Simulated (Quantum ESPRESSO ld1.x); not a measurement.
The numbers below are computed, except where a source is named.
Ionisation of the indium ion In2+, [Kr] 4d10 5s1, to In3+, [Kr] 4d10, under several functionals. Dirac Kohn-Sham, spin-unpolarised, spherical densities, point nucleus; ld1.x of Quantum ESPRESSO 7.5. Known Delta-SCF values: LDA (Slater exchange, Hedin-Lundqvist correlation) 28.827 eV; exchange-only PBE 27.705 eV. What does B86b exchange with PBE correlation give, and what is its highest occupied eigenvalue?

Answer. 28.338 eV by Delta-SCF; the 5s1/2 eigenvalue is -23.703 eV. NIST: 28.044 eV (measured).

Beside tabulated values, note that spin-unpolarised runs miss the spin-polarisation part of the exchange energy of open shells.
